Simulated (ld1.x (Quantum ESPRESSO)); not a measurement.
**Pseudopotential generation for Pd: TM, PBEsol, non-relativistic.**

The input file (ld1.x (Quantum ESPRESSO) 7.5):

```
&input
   title='Pd', zed=46., rel=0, dft='PBESOL', iswitch=3,
   config='[Kr] 4d8.5 5s0 5p0',
   nld=3, rlderiv=3.35, eminld=-4.0, emaxld=5.0, deld=0.02
 /
 &inputp
   pseudotype=2, tm=.true., lloc=-1, rcloc=2.05,
   nlcc=.false.,
   file_pseudopw='Pd.UPF', file_wfcaegen='ae.wfc', file_wfcncgen='nc.wfc', file_beta='beta', file_chi='chi'
 /
3
5S  1  0   0.00   0.00  1.95  1.95  0.0
5P  2  1   0.00   0.00  3.10  3.10  0.0
4D  3  2   8.50   0.00  1.20  1.20  0.0
 &test
   configts(1)='4d8.5 5s0 5p0'
 /
```

Command:

```bash
ld1.x < Pd.in > Pd.out
```

The program printed (shortened: banner, matrices, multipoles, cross overlaps and the repeated all-electron block are left out):

```
Program LD1 v.7.5
     --------------------------- All-electron run ----------------------------

     Pd

     atomic number is 46.00
     dft =PBESOL   lsd =0 sic =0 latt =0  beta=0.20 tr2=1.0E-14
     Exchange-correlation= PBESOL
                           (   1   4  10   8   0   0   0)
     mesh =1235 r(mesh) =  99.12271 a.u. xmin = -7.00 dx = 0.01250
     1 Ry =  13.60569312 eV

     n l     nl                  e(Ry)          e(Ha)          e(eV)
     1 0     1S 1( 2.00)     -1722.7681      -861.3841    -23439.4543
     2 0     2S 1( 2.00)      -247.6750      -123.8375     -3369.7899
     2 1     2P 1( 6.00)      -230.1705      -115.0853     -3131.6297
     3 0     3S 1( 2.00)       -45.5061       -22.7531      -619.1422
     3 1     3P 1( 6.00)       -38.5108       -19.2554      -523.9665
     4 0     4S 1( 2.00)        -7.1036        -3.5518       -96.6494
     4 1     4P 1( 6.00)        -4.9403        -2.4701       -67.2158
     3 2     3D 1(10.00)       -25.5872       -12.7936      -348.1309
     4 2     4D 1( 8.50)        -1.5458        -0.7729       -21.0313
     5 0     5S 1( 0.00)        -1.0751        -0.5376       -14.6276
     5 1     5P 1( 0.00)        -0.7081        -0.3541        -9.6347

     final scf error:  9.1E-15 reached in  32 iterations

     Etot =   -9873.605199 Ry,   -4936.802599 Ha, -134337.242353 eV

     Ekin =    9868.929820 Ry,    4934.464910 Ha,  134273.630585 eV
     Encl =  -23470.199638 Ry,  -11735.099819 Ha, -319328.333814 eV
     Eh   =    4003.539915 Ry,    2001.769958 Ha,   54470.935494 eV
     Exc  =    -275.875296 Ry,    -137.937648 Ha,   -3753.474618 eV

     normalization and overlap integrals

     s(1S/1S) =  1.000000  <r> =   0.0331  <r2> =    0.0015  r(max) =   0.0220
     s(2S/2S) =  1.000000  <r> =   0.1439  <r2> =    0.0243  r(max) =   0.1220
     s(2P/2P) =  1.000000  <r> =   0.1229  <r2> =    0.0184  r(max) =   0.0950
     s(3S/3S) =  1.000000  <r> =   0.3921  <r2> =    0.1757  r(max) =   0.3531
     s(3P/3P) =  1.000000  <r> =   0.3844  <r2> =    0.1715  r(max) =   0.3401
     s(4S/4S) =  1.000000  <r> =   0.9740  <r2> =    1.0754  r(max) =   0.8793
     s(4P/4P) =  1.000000  <r> =   1.0501  <r2> =    1.2642  r(max) =   0.9244
     s(3D/3D) =  1.000000  <r> =   0.3574  <r2> =    0.1523  r(max) =   0.2819
     s(4D/4D) =  1.000000  <r> =   1.3999  <r2> =    2.3670  r(max) =   1.0740
     s(5S/5S) =  1.000000  <r> =   2.8122  <r2> =    8.9445  r(max) =   2.4202
     s(5P/5P) =  1.000000  <r> =   3.4494  <r2> =   13.5198  r(max) =   2.9193

     ------------------------ End of All-electron run ------------------------

     --------------------- Generating NC pseudopotential ---------------------

      Generating local potential from pseudized AE potential:
      Matching radius rcloc =   2.0500

      Local pseudo, rcloc= 2.057 Estimated cut-off energy=     5.60 Ry

      Wfc   5S  rcut= 1.957  Using Troullier-Martins method

      Wfc   5P  rcut= 3.069  Using Troullier-Martins method

      Wfc   4D  rcut= 1.187  Using Troullier-Martins method

     ------------------- End of pseudopotential generation -------------------

     Computing logarithmic derivative in   3.37073
     Computing logarithmic derivative in   3.37073
     Computing the partial wave expansion
     R is outside the sphere for l=    0 j= 0.00
     R is outside the sphere for l=    1 j= 0.00
     R is outside the sphere for l=    2 j= 0.00

     ---------------------- Testing the pseudopotential ----------------------

     Pd

     atomic number is 46.00   valence charge is 10.00
     dft =PBESOL   lsd =0 sic =0 latt =0  beta=0.20 tr2=1.0E-14
     mesh =1235 r(mesh) =  99.12271 xmin = -7.00 dx = 0.01250

     n l     nl             e AE (Ry)        e PS (Ry)    De AE-PS (Ry)
     3 2     4D   1( 8.50)       -1.54577       -1.54577       -0.00000
     1 0     5S   1( 0.00)       -1.07511       -1.07511       -0.00000
     2 1     5P   1( 0.00)       -0.70814       -0.70814        0.00000

     eps = 3.2E-16  iter =  6

     Etot =   -9873.605199 Ry,   -4936.802599 Ha, -134337.242353 eV
     Etotps =   -57.188868 Ry,     -28.594434 Ha,    -778.094191 eV

     Ekin =      55.277422 Ry,      27.638711 Ha,     752.087643 eV
     Encl =    -126.266727 Ry,     -63.133363 Ha,   -1717.946336 eV
     Ehrt =      46.723879 Ry,      23.361940 Ha,     635.710765 eV
     Ecxc =      -8.800886 Ry,      -4.400443 Ha,    -119.742160 eV
     Epseu=     -24.122557 Ry,     -12.061278 Ha,    -328.204103 eV

     ---------------------- End of pseudopotential test ----------------------
```

Note: ghost state, extra bound levels that the all-electron valence spectrum of the same l lacks: s at -18.8 eV. A true bound ghost makes a file unfit for plane-wave use.

Generation and configuration tests took about 1.7 s on one core of a shared server CPU.
